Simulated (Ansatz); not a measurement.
Input file for Ansatz (an electronic-structure program): U-CCSD(T)/cc-pV(T+d)Z on CH2S (SMILES C=S), 2S+1 = 3, a spin state set in the input, which need not be the lowest, at the other state's geometry. Files ending in .json are basis or fitting sets from the Basis Set Exchange.

Ansatz 0.2 input:
```yaml
crystal:
  periodic: [false, false, false]
  atoms:
    - {symbol: C, position_ang: [-0.98855101, 0.13181649, 0.22294557]}
    - {symbol: S, position_ang: [0.56452001, -0.07527487, -0.12731486]}
    - {symbol: H, position_ang: [-1.56079280, 0.97866225, -0.15231854]}
    - {symbol: H, position_ang: [-1.54022127, -0.56516332, 0.85168289]}
basis:
  gaussian:
    orbitals: cc-pV_T+d_Z.json
magnetization: {spin_polarized: true, initial_magnetization: 2}
correlation: {method: ccsd_t, electrons: outside_noble_gas}
scf: {omitted_lower_state_checks: [cluster_reference]}
```

The log:

```
Functional definition: HF
[...]
these checks for a lower state are left out or cut short: cluster_reference
integrals: 0.16 GiB planned
553 factors; integrals over basis functions are off by at most 1.1e-3 eV
mean field: 0.18 GiB planned
mean field evaluation 1: about -11876.7037 eV, gradient 1.4e1 eV
mean field evaluation 2: about -11876.7088 eV, gradient 1.4e1 eV
mean field evaluation 4: about -11878.1837 eV, gradient 2.6e0 eV
mean field evaluation 8: about -11878.3369 eV, gradient 2.5e-1 eV
mean field evaluation 16: about -11878.1964 eV, gradient 1.7e0 eV
mean field evaluation 32: about -11878.3390 eV, gradient 1.1e-1 eV
mean field -11878.33913715 eV, -436.5209118630 hartree, gradient 2.6e-6 eV, S^2 2.029953; 4 other end points of the search recorded, 0 dependent functions left out
6 core orbitals not correlated
reference -11878.33913715 eV, -436.5209118630 hartree; 7, 5 occupied and 84, 86 virtual orbitals, 553 factors
second order -8.08004369 eV of doubles, -0.00000000 eV of singles
coupled cluster: 0.40 GiB planned
cycle   1  -8.66597810 eV  change   -5.9e-1 eV  update   7.3e-2
cycle   2  -8.94358978 eV  change   -2.8e-1 eV  update   2.6e-2
cycle   3  -8.99791542 eV  change   -5.4e-2 eV  update   1.6e-2
cycle   4  -8.99751241 eV  change    4.0e-4 eV  update   7.8e-3
cycle   5  -8.99857510 eV  change   -1.1e-3 eV  update   2.8e-3
cycle   6  -8.99858501 eV  change   -9.9e-6 eV  update   8.5e-4
cycle   7  -8.99872531 eV  change   -1.4e-4 eV  update   2.8e-4
cycle   8  -8.99869971 eV  change    2.6e-5 eV  update   8.6e-5
cycle   9  -8.99867229 eV  change    2.7e-5 eV  update   2.6e-5
cycle  10  -8.99867820 eV  change   -5.9e-6 eV  update   8.9e-6
perturbative correction -0.38051898 eV, -0.0139838145 hartree
Total energy: -11887.71833433 eV, -436.8655910017 hartree
Checks for a lower state left out: cluster_reference
```

The run converged.

Cost: roughly 12 core-seconds.
